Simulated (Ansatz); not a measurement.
Input for Ansatz (a first-principles code): U-wB97X-V/def2-TZVPP on HI, a point of a bond scan (R = 4.362 Å). Elements past Kr take the def2 small-core potentials; no spin–orbit coupling.

Ansatz 0.2 input:
```yaml
crystal:
  periodic: [false, false, false]
  atoms:
    - {symbol: I, position_ang: [-0.00000000, -0.00000000, -0.02991592]}
    - {symbol: H, position_ang: [0.00000000, 0.00000000, 4.33182500]}
basis:
  gaussian:
    orbitals: def2-TZVPP
hamiltonian:
  xc: {name: wB97X-V}
magnetization: {spin_polarized: true, initial_magnetization: 0}
```

It printed:

```
WARN ansatz: RAYON_NUM_THREADS=1 ignored (pool sized by the plan → 1); use --threads N
Functional definition: wB97X-V
integrals: 0.02 GiB planned
448 factors; their error is unknown
integrals: 0.05 GiB planned
95 factors; integrals over basis functions are off by at most 1.4e-4 eV
mean field: 0.23 GiB planned
mean field evaluation 1: about -8105.4542 eV, gradient 1.1e1 eV
mean field evaluation 2: about -8097.5890 eV, gradient 3.0e1 eV
mean field evaluation 4: about -8105.6470 eV, gradient 9.7e0 eV
mean field evaluation 8: about -8105.6701 eV, gradient 9.7e0 eV
mean field evaluation 16: about -8111.5090 eV, gradient 4.0e0 eV
mean field evaluation 32: about -8113.4066 eV, gradient 4.2e0 eV
mean field -8113.57544076 eV, -298.1683978688 hartree, gradient 4.2e-6 eV, S^2 1.000547; 3 other end points of the search recorded, 0 dependent functions left out
reference -8113.57544102 eV, -298.1683978785 hartree; 13, 13 occupied and 51, 51 virtual orbitals, 448 factors
Total energy: -8113.57544102 eV, -298.1683978785 hartree
```

Self-consistency was reached. Its determinant has ⟨S²⟩ = 1.00, a mixture of spin states.

Cost: roughly 10 core-seconds.
